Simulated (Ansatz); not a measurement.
CH₄BBrO₂ (`COB(O)Br`). Total charge 0; spin multiplicity 1.

```xyz
9

C    -0.3354   -1.3811    0.3669
O     0.6298   -0.4261   -0.0240
B     0.3728    0.8655   -0.2604
O     1.3867    1.6771   -0.6281
Br   -1.4340    1.5995   -0.0851
H    -1.1200   -1.4764   -0.3868
H    -0.7923   -1.1081    1.3206
H     0.1810   -2.3342    0.4735
H     1.1115    2.5838   -0.7766
```

Q: List the harmonic frequencies (cm⁻¹, unscaled) at PBE0-D4/def2-TZVP in Ansatz. (Estimate.)

A: The calculation gave: 69, 154, 179, 316, 409, 509, 559, 559, 939, 1111, 1184, 1185, 1270, 1449, 1492, 1495, 1544, 3052, 3127, 3154, 3912.

Q: Is this a minimum?

A: Yes, all 21 modes are real.

Q: Give the ideal-gas thermochemistry at 298.15 K and 1 bar (rigid rotor, harmonic oscillator; point group Cs, symmetry number 1).

A: Zero-point energy 165.5 kJ/mol; H(298) − E = 184.5 kJ/mol; entropy 341.4 J/(mol·K), of which translation 170.4, rotation 114.7, vibration 56.3; G(298) − E = 82.7 kJ/mol. Modes under 100 cm⁻¹ are hindered rotations or soft bends, so the harmonic entropy is rough.

Q: And at 400, 500, 600, 800 and 1000 K?

A: 
| T (K) | H − E (kJ/mol) | S (J/mol/K) | G − E (kJ/mol) |
| --- | --- | --- | --- |
| 400 | 194.6 | 370.5 | 46.4 |
| 500 | 206.0 | 395.9 | 8.1 |
| 600 | 218.7 | 418.9 | -32.7 |
| 800 | 246.8 | 459.3 | -120.6 |
| 1000 | 277.9 | 493.9 | -216.0 |
